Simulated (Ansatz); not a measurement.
```yaml
crystal:
  periodic: [false, false, false]
  atoms:
    - {symbol: Cs, position_ang: [-1.834952, -1.536574, -5.374256]}
    - {symbol: Cl, position_ang: [-1.766881, -1.530956, -1.816203]}
    - {symbol: Cs, position_ang: [-1.764864, -1.890074, 1.308503]}
    - {symbol: Cl, position_ang: [-1.455462, -1.569521, 4.947238]}
    - {symbol: Cl, position_ang: [-1.480915, 1.651667, -5.059631]}
    - {symbol: Cs, position_ang: [-2.001738, 1.895153, -1.621082]}
    - {symbol: Cl, position_ang: [-1.715096, 1.495832, 1.805720]}
    - {symbol: Cs, position_ang: [-1.361840, 2.000463, 4.872048]}
    - {symbol: Cl, position_ang: [1.669703, -1.527618, -4.873522]}
    - {symbol: Cs, position_ang: [1.574136, -2.014659, -1.556356]}
    - {symbol: Cl, position_ang: [1.788600, -1.712254, 1.749899]}
    - {symbol: Cs, position_ang: [1.657249, -1.788803, 5.155197]}
    - {symbol: Cs, position_ang: [1.678212, 1.622208, -5.092280]}
    - {symbol: Cl, position_ang: [1.727328, 1.559762, -1.648748]}
    - {symbol: Cs, position_ang: [1.886952, 1.591340, 1.366577]}
    - {symbol: Cl, position_ang: [1.820512, 1.537561, 4.734107]}
basis:
  gaussian: {orbitals: def2-mTZVP}
magnetization: {spin_polarized: true, initial_magnetization: 2}
hamiltonian: {xc: {name: LC-wPBE}}
output: {forces: true}
```

```sh
$ ansatz run in.yaml --threads 4 --pin off --events-out ev --progress --plain --max-ram 6963MiB
```

Task: Does this run fit into the memory that it is given?

Result: No. It has 408 basis functions, and the program plans for 10 GiB where 7 GiB are given.
